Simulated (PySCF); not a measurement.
Si(SnH3)4.
Bonds: Si1–Sn2, Si1–Sn3, Si1–Sn4, Si1–Sn5. Hydrogens: H6, H7, H8 on Sn2; H9, H10, H11 on Sn3; H12, H13, H14 on Sn4; H15, H16, H17 on Sn5.

A GFN2-xTB structure was refined with PySCF, PBE0-D3(BJ)/def2-SVP geometry optimisation, gas phase, def2 core potentials past Kr. Its GFN2-xTB values:

| coordinate | GFN2-xTB |
| --- | --- |
| Si1–Sn2 | 2.604 Å |
| Sn2–H6 | 1.684 Å |
| Sn3–H9 | 1.572 Å |
| Sn2–Si1–Sn3 | 110.2° |

**Question.** How do these coordinates change at the PBE0-D3(BJ)/def2-SVP level?

**Answer.** 
```tsv
coordinate	PBE0-D3(BJ)/def2-SVP (Å or °)	change
Sn3–H9	1.715	+0.143
Sn2–H6	1.715	+0.031
Si1–Sn2	2.574	-0.030
Sn2–Si1–Sn3	109.7	-0.5
```

The energy falls by 69.3 kJ/mol over 19 energy and gradient evaluations, the largest force component goes from 0.0417 to 1.8e-04 Eh/bohr, and the atoms move by 0.709 Å rms after alignment. The bond that changes most is Sn3–H9 (ends: tin bonded to Si and 3 H; hydrogen on tin), which lengthens by 0.143 Å. Bonds longer at the end by more than 0.005 Å: 11 of 16; shorter: 4. Among the dihedrals that turn most is Sn2–Si1–Sn4–H12, from -102° to -61°.

The run used 182 basis functions and 115 SCF cycles in all. On AMD EPYC, one thread, on a shared host, this took 20 min and 0.93 GiB of memory at its peak.

Whether it is a minimum is left open (no frequencies).
